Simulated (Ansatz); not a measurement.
Start from `[NH2][SnH]([OH])[Cl]` and change one atom or group to get `[CH3][SnH]([NH2])[Cl]`.

Ansatz, PBE0-D4/def2-TZVP geometries, multiplicity 1. Each molecule was computed in one conformer, which needn't be the lowest.

Elements past krypton have def2 core potentials.

| property | `[NH2][SnH]([OH])[Cl]` |
| --- | --- |
| HOMO–LUMO gap (B3LYP/def2-TZVPP) / eV | 6.40 |
| HOMO energy (B3LYP/def2-TZVPP) / eV | -7.71 |
| HOMO energy (PBE/def2-TZVPP) / eV | -6.53 |
| HOMO energy (ωB97M-V/def2-TZVPP) / eV | -10.31 |
| ideal-gas entropy at 298 K and 1 bar (rigid rotor, harmonic PBE0-D4/def2-TZVP) / J/(mol·K) | 359 |
| HOMO–LUMO gap (PBE/def2-TZVPP) / eV | 4.61 |

Question: Give the same properties after the change, and the shifts. (Estimate.)

Answer: Computed: 
```csv
property,`[CH3][SnH]([NH2])[Cl]`,shift
HOMO–LUMO gap (B3LYP/def2-TZVPP) / eV,6.64,0.24
HOMO energy (B3LYP/def2-TZVPP) / eV,-7.17,0.54
HOMO energy (PBE/def2-TZVPP) / eV,-6.01,0.52
HOMO energy (ωB97M-V/def2-TZVPP) / eV,-9.79,0.52
"ideal-gas entropy at 298 K and 1 bar (rigid rotor, harmonic PBE0-D4/def2-TZVP) / J/(mol·K)",377,18
HOMO–LUMO gap (PBE/def2-TZVPP) / eV,4.86,0.25
```

With PBE0 the HOMO rises by 0.54 eV and the LUMO rises by 0.77 eV, so the gap widens by about 0.23 eV. PBE moves the HOMO by 0.52 eV and ωB97M-V by 0.52 eV. The zero-point energy changes by 58.8 kJ/mol with +6 modes.

B3LYP here is the variant with VWN-RPA as its local correlation; programs differ in this.
